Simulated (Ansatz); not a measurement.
C$_{3}$H$_{5}$FSn, SMILES `C#[C][SnH]([CH3])[F]`. The species carries charge 0 and has multiplicity 1. Sn: def2 effective core potential.

```tsv
atom	x (Å)	y (Å)	z (Å)
C1	-2.445	0.803	1.239
C2	-1.329	0.766	0.784
Sn3	0.569	0.666	-0.055
C4	0.945	-1.233	-0.911
F5	1.771	0.792	1.443
H6	-3.428	0.840	1.651
H7	0.891	2.049	-0.990
H8	0.276	-1.401	-1.756
H9	1.979	-1.285	-1.250
H10	0.770	-1.997	-0.154
```

(1) List the harmonic frequencies (cm⁻¹, unscaled) at PBE0-D4/def2-TZVP in Ansatz. (Best estimate.)

(2) Is this a minimum?

(3) Give the ideal-gas thermochemistry at 298.15 K and 1 bar (rigid rotor, harmonic oscillator; point group C1, symmetry number 1).

(4) And at 400, 500, 600, 800 and 1000 K?

Answers

(1) Computed: 65, 93, 113, 151, 246, 261, 455, 550, 561, 585, 616, 721, 733, 777, 791, 1233, 1449, 1450, 1975, 2147, 3074, 3172, 3179, 3462.

(2) Yes, all 24 modes are real.

(3) Zero-point energy 166.6 kJ/mol; H(298) − E = 190.2 kJ/mol; entropy 376.3 J/(mol·K), of which translation 173.5, rotation 114.9, vibration 87.8; G(298) − E = 78.0 kJ/mol. Modes under 100 cm⁻¹ are hindered rotations or soft bends, so the harmonic entropy is rough.

(4) 
```
T (K)  H − E (kJ/mol)  S (J/mol/K)  G − E (kJ/mol)
  400           203.2        413.5            37.8
  500           217.4        445.2            -5.2
  600           232.8        473.2           -51.1
  800           266.1        521.1          -150.7
 1000           302.2        561.3          -259.1
```
